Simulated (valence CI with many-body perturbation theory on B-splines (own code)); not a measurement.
La IX: what the settings do

Calculated by configuration interaction combined with many-body perturbation theory (CI+MBPT): three valence electrons over a frozen Dirac-Fock core [Kr] 4d10, radial functions for each j: 5 s, 5 p, 5 d, 5 f, 2 g, with the one-electron correlation potential Σ1, the two-electron term Σ2, the three-electron term Σ3, Breit, model QED; selected CI, second order for the rest, scaled by the run's own slope (own B-spline code, finite nucleus).

No measured spectrum was set against this ion. As an estimate, levels hold to about 250 cm⁻¹ or 0.2 % of their energy and the worst to 1 %, as in measured heavy ions of charge 2 to 7; those with d or f electrons hold less well.

The reference run has the lowest level 5s²5p ²P°_1/2 and an ionisation energy of 120.563 eV. Its largest variational space holds 4583 state functions.

Names give the largest LS component (configuration and term), which can be under half, so a name can repeat, a term be missing and a line seem to break the LS rules; names also repeat where a configuration has a term twice. Letters in brackets count levels of one name in rising energy.

| Level | Reference (cm⁻¹) | Shift (cm⁻¹) |
| --- | --- | --- |
| 5s²5p ²P°_3/2 | 28266 | -16 |
| 4f5s² ²F°_5/2 | 100493 | -69 |
| 4f5s² ²F°_7/2 | 102403 | -74 |
| 5s5p² ⁴P_1/2 | 127318 | +26 |
| 5s5p² ⁴P_3/2 | 142946 | +15 |
| 5s5p² ⁴P_5/2 | 153300 | +11 |
| 5s5p² ²D_3/2 | 174426 | +7.7 |
| 5s5p² ²D_5/2 | 184735 | -2.8 |
| 5s5p² ²P_1/2 | 191844 | +18 |
| 4f5s5p ⁴G_5/2 | 217686 | -42 |
| 4f5s5p ⁴F_7/2 [a] | 220227 | -46 |
| 5s5p² ²S_1/2 | 220814 | 0 |

The ionisation energy moves by -0.023 eV.

Q: Which of these changes was made?
A. cutoff of virtual states (hartree) 6498 → 210
B. QED terms on → off
C. box radius (bohr) 12.734 → 8.62

A: A. cutoff of virtual states (hartree) 6498 → 210.
